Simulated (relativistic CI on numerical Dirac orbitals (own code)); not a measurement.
# Level scheme of Ru12+

These numbers are calculated, not measured: Dirac-Coulomb-Breit CI, KLI orbitals optimised for each configuration, model QED (radiative potential, 1s self-energy scaled to tabulated hydrogen-like ionisation energies), unscaled Slater integrals (own radial code, finite nucleus).

Configuration list (outside the closed core [Ar] 3d10): 4s²4p², 4s4p³, 4p⁴, 4s²4p4d, 4s4p²4d, 4s²4p4f, 4s4p²4f, 4p³4d, 4s4p4d², 4s²4p5s, 4s²4d4f, 4s²4p5p, 4s²4d², 4s4d³, 4s4d²4f, 4p²4d², 4p4d³, 4p4d²4f, 4p4d²5s, 4s²4f², 4s4d4f², 4s4f³, 4s²4d5s, 4s4d²5s, 4s4d4f5s. Double excitations out of closed p, d and f shells are left out; levels of such configurations are missing from the list, as are those of other unlisted configurations, and high levels can miss mixing partners. These lack a partner that the ground configuration has and come out too high: 4s²4p5p.

The lowest level is 4s²4p² ³P0, with 86 % of that term; Hund's rules for 4s²4p² give ³P with J = 0, in agreement.

```
No.    Configuration  Term  J   E (eV)   %  Landé g       jj configuration (%)
  1           4s²4p²    ³P  0   0.0000  86                        4p1/2^2 (91)
  2           4s²4p²    ³P  1   3.1199  98    1.500           4p1/2 4p3/2 (98)
  3           4s²4p²    ³P  2   4.5863  63    1.323           4p1/2 4p3/2 (88)
  4           4s²4p²    ¹D  2   9.1230  63    1.177               4p3/2^2 (88)
  5           4s²4p²    ¹S  0  13.5217  85                        4p3/2^2 (90)
  6       4s4p³(4S°)   ⁵S°  2  29.1351  92    1.963              4s 4p3/2 (45)
  7       4s4p³(2D°)   ³D°  1  36.3573  77    0.651              4s 4p3/2 (54)
  8       4s4p³(2D°)   ³D°  2  36.5929  74    1.242      4s 4p1/2 4p3/2^2 (61)
  9       4s4p³(2D°)   ³D°  3  37.8355  92    1.333      4s 4p1/2 4p3/2^2 (92)
 10       4s4p³(2P°)   ³P°  0  41.6812  93               4s 4p1/2 4p3/2^2 (93)
 11       4s4p³(2P°)   ³P°  1  42.1418  78    1.380      4s 4p1/2 4p3/2^2 (69)
 12       4s4p³(2P°)   ³P°  2  42.6251  56    1.366            4s 4p3/2^3 (42)
 13       4s4p³(2D°)   ¹D°  2  47.2763  57    1.092            4s 4p3/2^3 (38)
 14       4s4p³(4S°)   ³S°  1  49.5839  61    1.629      4s 4p1/2 4p3/2^2 (62)
 15       4s4p³(2P°)   ¹P°  1  54.5755  56    1.337            4s 4p3/2^3 (65)
 16          4s²4p4d   ³F°  2  55.2750  92    0.687           4p1/2 4d3/2 (82)
 17          4s²4p4d   ³F°  3  57.0798  93    1.088           4p1/2 4d5/2 (62)
 18          4s²4p4d   ³F°  4  59.9565  98    1.250           4p3/2 4d5/2 (98)
 19          4s²4p4d   ³P°  2  60.7067  43    1.252           4p1/2 4d5/2 (76)
 20          4s²4p4d   ³D°  1  62.0714  49    0.918           4p1/2 4d3/2 (78)
 21          4s²4p4d   ¹D°  2  63.9280  40    1.122           4p3/2 4d5/2 (37)
 22          4s²4p4d   ³P°  0  64.6189  92                    4p3/2 4d3/2 (92)
 23          4s²4p4d   ³P°  1  65.2392  55    1.103           4p3/2 4d3/2 (81)
 24          4s²4p4d   ³D°  3  65.6049  83    1.308           4p3/2 4d5/2 (47)
 25          4s²4p4d   ³D°  2  65.8533  55    1.274           4p3/2 4d5/2 (45)
 26          4s²4p4d   ¹F°  3  70.5999  91    1.019           4p3/2 4d5/2 (45)
 27          4s²4p4d   ¹P°  1  71.5584  84    0.979           4p3/2 4d5/2 (72)
 28              4p⁴    ³P  2  74.1318  58    1.382               4p3/2^2 (75)
 29              4p⁴    ³P  0  77.4839  60                        4p3/2^2 (60)
 30              4p⁴    ³P  1  77.9998  73    1.496         4p1/2 4p3/2^3 (73)
 31              4p⁴    ¹D  2  78.9326  57    1.116         4p1/2 4p3/2^3 (72)
 32  4s4p²(3P)<4P>4d    ⁵F  1  81.1363  90    0.096      4s 4p1/2^2 4d3/2 (54)
 33  4s4p²(3P)<4P>4d    ⁵F  2  81.6758  83    1.072  4s 4p1/2 4p3/2 4d3/2 (34)
 34  4s4p²(3P)<4P>4d    ⁵F  3  82.6273  76    1.303  4s 4p1/2 4p3/2 4d3/2 (36)
 35  4s4p²(3P)<4P>4d    ⁵F  4  84.1504  82    1.370  4s 4p1/2 4p3/2 4d5/2 (78)
 36  4s4p²(3P)<4P>4d    ⁵D  0  84.3798  95           4s 4p1/2 4p3/2 4d3/2 (87)
 37  4s4p²(3P)<4P>4d    ⁵D  1  84.6068  90    1.426  4s 4p1/2 4p3/2 4d3/2 (74)
 38  4s4p²(3P)<4P>4d    ⁵D  2  84.8593  75    1.398  4s 4p1/2 4p3/2 4d3/2 (58)
 39  4s4p²(3P)<4P>4d    ⁵D  3  85.2331  61    1.400  4s 4p1/2 4p3/2 4d3/2 (43)
 40  4s4p²(3P)<4P>4d    ⁵F  5  85.8802  94    1.389  4s 4p1/2 4p3/2 4d5/2 (56)
 41  4s4p²(3P)<4P>4d    ⁵D  4  86.0698  65    1.424  4s 4p1/2 4p3/2 4d5/2 (48)
 42              4p⁴    ¹S  0  87.1467  58                        4p3/2^4 (51)
 43  4s4p²(1D)<2D>4d    ³F  2  87.4397  89    0.711  4s 4p1/2 4p3/2 4d5/2 (37)
 44  4s4p²(1D)<2D>4d    ³F  3  88.7446  79    1.141  4s 4p1/2 4p3/2 4d5/2 (48)
 45  4s4p²(3P)<4P>4d    ⁵P  3  90.4437  84    1.626  4s 4p1/2 4p3/2 4d5/2 (48)
```

Energies count from the lowest computed level; ° marks odd parity. Percentages are summed over parent terms; the parents shown are those of the largest component, closed shells are left out there, and <> holds an intermediate term. Filled j subshells are mostly left out of the jj labels.

The mean weight of the leading LS term, summed over parents, in these 45 levels is 75 %, and that of the leading jj configuration (from the same eigenvectors) 65 %, so LS coupling describes them better.

At this charge energies of transitions that change n are usually good to better than 1 %, and those within a shell (Δn = 0) to a few per cent.

LS names give the leading component of a level, which can be under half, so a name can repeat, a term be missing and a line seem to break the LS rules.
